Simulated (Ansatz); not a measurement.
Method: PBE-D3(BJ)/def2-TZVP // PBE0-D3(BJ)/def2-SVP run with Ansatz (a program for electronic structure). Gas-phase values, no solvent. One relaxed conformer stands for a flexible species; it need not be the lowest.  In the def2 sets, heavy atoms carry core potentials.

Reference species (SMILES): `[CH3][Sn]([OH])([OH])[OH]` (neutral, multiplicity 1).

```json
{
 "HOMO–LUMO gap": "4.93 eV",
 "HOMO": "-6.78 eV",
 "vertical ionisation energy (Delta-SCF)": "9.68 eV",
 "LUMO": "-1.85 eV"
}
```

Changed species: `C=CC[CH2][Sn]([OH])([OH])[OH]` (Y = but-3-enyl; the reference has Y = methyl).

Question: Give the shifts of the HOMO–LUMO gap, HOMO, vertical ionisation energy (Delta-SCF) and LUMO.

Answer: the HOMO–LUMO gap falls by 0.42 eV, to 4.51 eV; the HOMO rises by 0.32 eV, to -6.46 eV; the vertical ionisation energy (Delta-SCF) drops by 0.88 eV, to 8.80 eV; the LUMO falls by 0.11 eV, to -1.96 eV.
